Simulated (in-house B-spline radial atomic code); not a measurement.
Ionising Rh with different functionals

Computed with an all-electron radial atomic-structure program (B-spline basis): four-component Dirac-Coulomb Hamiltonian, Fermi nucleus of rms radius 4.4945 fm, spin-restricted, spherical fractional occupations for the functionals, and exact exchange of hybrids averaged over the configuration. The ionisation energy is the difference of two self-consistent energies, [Kr] 4d8 5s1 → [Kr] 4d8, without Breit or QED terms; ε is the level of the shell that loses the electron (mean over j).

```csv
method,rung,ΔSCF (eV),-ε(5s) (eV)
BHandHLYP,global hybrid,7.12,5.62
HSE06,range-separated hybrid,7.26,4.62
wB97X,range-separated hybrid,7.14,6.96
LC-wPBE,range-separated hybrid,6.90,6.85
```

(1) Among the functionals, which spreads more, the ΔSCF values or the orbital energies?

(2) How do they compare with the NIST value?

Results:

(1) The orbital energies: ΔSCF values span about 0.36 eV and the orbital energies 2.35 eV; here energy differences depend much less on the functional than eigenvalues do.

(2) NIST lists 7.459 eV (measured, ground level to ground level). Errors run from -0.56 to -0.20 eV; HSE06 is closest (-0.20 eV), but part of that can be cancellation, since the calculations leave out Breit-QED terms, spin polarisation, the choice among j levels, multiplet and fine-structure energies.
